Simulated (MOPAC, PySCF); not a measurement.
The same groups moved round the core (trisilane mercapto). Isolated molecules, 0 K electronic values unless said otherwise. One relaxed conformer stands for each flexible species; it need not be the lowest. Strings in code marks are SMILES.

Quantity: vertical ionisation energy (energy after one electron is removed minus that of the parent at the parent's geometry), in eV.

Level 1: B3LYP/6-31G* // B3LYP-D3(BJ)/def2-TZVP (PySCF)
Level 2: PBE/6-31G* // B3LYP-D3(BJ)/def2-TZVP (PySCF)
Level 3: minus the HOMO energy of AM1 // B3LYP-D3(BJ)/def2-TZVP (MOPAC)
Level 4: minus the HOMO energy of SVWN5/6-31G* // B3LYP-D3(BJ)/def2-TZVP (PySCF)

```json
[
 {"species": "`[SiH3][SiH]([SiH3])S` (Si–Si–S–H torsion 62°)", "level 1": "8.80", "level 2": "8.59", "level 3": "9.24", "level 4": "5.92"}
]
```
